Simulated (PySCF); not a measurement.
Br₃Re, SMILES [Br][Re]([Br])[Br] (connectivity only; charge and spin as stated), neutral, multiplicity 5.

Geometry: r2SCAN-D4/def2-SVP. The geometry has at least one imaginary mode, so it is a saddle point at that level. The multiplicity is an assumed one; other spin states were not compared. The def2 effective core potentials stand for the cores of Re; spin–orbit coupling is left out.

Calculation: PySCF with TDA-B3LYP/def2-SVPD.

Vertical excitations. The molecule is in vacuum.

```json
[
 {"state": "root 1", "energy (eV)": "0.83", "λ (nm)": "1485", "f": "0.002", "main pairs": "α HOMO→LUMO 98 %"},
 {"state": "root 2", "energy (eV)": "1.61", "λ (nm)": "771", "f": "0.000", "main pairs": "α HOMO−1→LUMO 98 %"},
 {"state": "root 3", "energy (eV)": "1.95", "λ (nm)": "637", "f": "0.001", "main pairs": "α HOMO−2→LUMO 97 %"},
 {"state": "root 4", "energy (eV)": "2.88", "λ (nm)": "430", "f": "0.003", "main pairs": "α HOMO−4→LUMO 99 %"},
 {"state": "root 5", "energy (eV)": "3.11", "λ (nm)": "398", "f": "0.000", "main pairs": "β HOMO→LUMO 99 %"},
 {"state": "root 6", "energy (eV)": "3.25", "λ (nm)": "382", "f": "0.005", "main pairs": "α HOMO−3→LUMO 86 %, β HOMO→LUMO+4 7 %"},
 {"state": "root 7", "energy (eV)": "3.34", "λ (nm)": "372", "f": "0.000", "main pairs": "β HOMO→LUMO+1 99 %"},
 {"state": "root 8", "energy (eV)": "3.41", "λ (nm)": "363", "f": "0.005", "main pairs": "β HOMO−1→LUMO 97 %"},
 {"state": "root 9", "energy (eV)": "3.58", "λ (nm)": "347", "f": "0.000", "main pairs": "β HOMO→LUMO+2 91 %"},
 {"state": "root 10", "energy (eV)": "3.60", "λ (nm)": "344", "f": "0.001", "main pairs": "β HOMO−2→LUMO 92 %"}
]
```
Unrestricted roots are not spin-pure.
